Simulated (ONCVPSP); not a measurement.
## Configuration tests for B (ONCV)

```json
{
  "Element": "B",
  "Generator": "ONCVPSP 4.0.1",
  "Type": "optimised norm-conserving Vanderbilt (ONCV)",
  "Functional": "PBEsol",
  "Relativity": "non-relativistic",
  "Frozen core": "[He]",
  "Valence charge": "3",
  "Reference configuration": "2s1 2p2",
  "Partial waves": "2s: rc 1.45 bohr, ncon 3, nbas 6, qcut 4.4 1/bohr, local; 2p: rc 3.95 bohr, ncon 4, nbas 7, qcut 4.2 1/bohr, 3 projectors, debl 3 Ha; d scattering state at 0.29 Ha: rc 4.20 bohr, ncon 4, nbas 9, qcut 1.9 1/bohr, 2 projectors, debl 0.7 Ha",
  "Local potential": "the s channel",
  "Core correction": "Teter function, fcfact 1.5, rcfact 1"
}
```

Energies are relative to the spin-unpolarised reference configuration 2s1 2p2; without spin polarisation the order of configurations can differ from experiment.

(1) Give the all-electron excitation energy and the error of the potential for: 2s2 2p1; 2s2 2p0; 2s1 2p0; 2s0 2p3.

Note: ghosts flagged at negative energy: d at -35.4 eV; no localised positive-energy state flagged. A true bound ghost makes a file unfit for plane-wave use.

## Answers

(1)

| valence configuration | charge | ΔE all-electron (eV) | error AE − PS (meV) |
| --- | --- | --- | --- |
| 2s2 2p1 | 0 | -5.813 | -45 |
| 2s2 2p0 | +1 | 2.329 | +291 |
| 2s1 2p0 | +2 | 27.583 | +985 |
| 2s0 2p3 | 0 | 5.831 | -48 |
